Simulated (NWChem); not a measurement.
C5H8; SMILES C[C@@H]1C=CC1

```xyz
13

C      0.0425     1.7718    -0.2887
C      0.0218     0.4595     0.4722
C      1.0383    -0.5970     0.0911
C      0.1133    -1.5002    -0.2646
C     -1.0516    -0.5941     0.0461
H     -0.8411     2.3852    -0.0502
H      0.0525     1.5963    -1.3766
H      0.9367     2.3643    -0.0371
H     -0.0039     0.6560     1.5597
H      2.1326    -0.6042     0.1118
H      0.1677    -2.5277    -0.6364
H     -1.6644    -0.2898    -0.8196
H     -1.7288    -0.9304     0.8498
```
Atoms are numbered in this order, from 1.

Results from NWChem. Pople sets run with spherical d functions. STO-3G and 3-21G are far too small for this property and stand as cheap habits. The geometry was optimised at PBE0/def2-SVP. No frequency run checked for a minimum. Field at 589 nm.

For level B3LYP/6-31G*:

```
Quantity                          Value
--------------------------------  -----
isotropic polarisability (bohr³)   50.3
anisotropy (bohr³)                 19.3
```

**Question.** What are these values for level B3LYP/STO-3G?

**Answer.** The isotropic polarisability (bohr³) is 26.7 and the anisotropy (bohr³) is 13.1.
